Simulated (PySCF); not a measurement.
Al(F)(OMe)(SH) (CH₄AlFOS), SMILES C[O][Al]([F])[SH].

Coordinates come from a PBE-D3(BJ)/def2-SVP optimisation. The structure was generated by enumeration; whether it is a known compound was not checked. One conformer was computed; it need not be the lowest.

Computed with TDDFT-M06-2X/def2-SVPD (PySCF).

Vertical excitations. The molecule is in vacuum. State labels are in the subgroup Cs.

```tsv
state	symmetry	energy (eV)	λ (nm)	f	main pairs
S1	A"	5.71	217	0.040	HOMO→LUMO 87 %
S2	A"	6.41	193	0.005	HOMO→LUMO+2 61 %, HOMO→LUMO+3 20 %
S3	A'	6.80	182	0.019	HOMO→LUMO+1 65 %, HOMO−2→LUMO 15 %
S4	A"	6.82	182	0.029	HOMO−1→LUMO 85 %
S5	A'	6.95	178	0.020	HOMO−2→LUMO 70 %, HOMO→LUMO+1 12 %
S6	A"	7.65	162	0.001	HOMO−2→LUMO+1 93 %
S7	A'	7.68	161	0.372	HOMO−3→LUMO 66 %
S8	A"	7.97	156	0.000	HOMO→LUMO+3 34 %, HOMO→LUMO+2 27 %, HOMO→LUMO+5 22 %, HOMO→LUMO+4 9 %
S9	A'	8.02	155	0.053	HOMO−1→LUMO+1 73 %
S10	A"	8.11	153	0.000	HOMO→LUMO+4 55 %, HOMO→LUMO+9 16 %
T1	A"	5.44	228	0	HOMO→LUMO 83 %
T2	A"	6.06	205	0	HOMO→LUMO+2 59 %, HOMO→LUMO+3 18 %
T3	A'	6.15	202	0	HOMO→LUMO+1 86 %
T4	A"	6.41	193	0	HOMO−1→LUMO 78 %
```
Triplets are in the Tamm–Dancoff approximation, which puts them higher than full response would, so one can lie above its singlet here.
